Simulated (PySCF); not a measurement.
C3H7ITe, SMILES I[Te]C(C)C. Coordinates come from a B3LYP-D3(BJ)/def2-SVP optimisation. The def2 effective core potentials stand for the cores of I, Te; spin–orbit coupling is left out. One conformer was computed; it need not be the lowest.

Task: Give the equilibrium geometry at B3LYP-D3(BJ)/def2-SVP (PySCF confirms it by a frequency run) as a Z-matrix. (Estimate from the structure and the level; the computed values follow.)

Result: This is not unique; one that fits is 
```
C
H 1 1.0995
C 1 1.5193 2 110.78
H 3 1.0998 1 111.85 2 56.96
H 3 1.1013 4 108.21 1 -122.94
H 3 1.1049 4 107.75 5 -116.60
C 1 1.5257 2 110.30 3 -126.52
H 7 1.1010 1 112.35 2 -53.01
H 7 1.1029 8 108.49 1 123.87
H 7 1.1038 8 107.61 9 115.52
Te 1 2.2195 2 103.37 7 -113.41
I 11 2.7485 1 96.28 2 -57.01
```
Charge 0, spin multiplicity 1.
